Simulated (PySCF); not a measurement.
GaHBr2, SMILES [Br][GaH][Br]. Atoms are numbered in the order given.

```xyz
4

Ga     0.0000     0.0000    -0.8134
H      0.0000     0.0000    -2.3597
Br     0.0000    -1.9180     0.3940
Br     0.0000     1.9180     0.3940
```
Charge 0, spin multiplicity 1.

The structure is a stationary point at ωB97X-D3(BJ)/def2-SVP. The structure was generated by enumeration; whether it is a known compound was not checked.

Method: PySCF with B3LYP/def2-TZVPD.

Symmetry labels are those of the subgroup C2v that the program uses (full group C2v).

Computed valence orbital energies around the gap with their symmetry:
```csv
orbital,symmetry,energy (eV)
HOMO−7,B2,-20.89
HOMO−6,A1,-12.99
HOMO−5,A1,-10.04
HOMO−4,B2,-9.88
HOMO−3,B1,-8.97
HOMO−2,A2,-8.48
HOMO−1,A1,-8.41
HOMO,B2,-8.25
LUMO,B1,-2.13
LUMO+1,A1,-1.60
LUMO+2,A1,-0.04
LUMO+3,B2,0.00
```
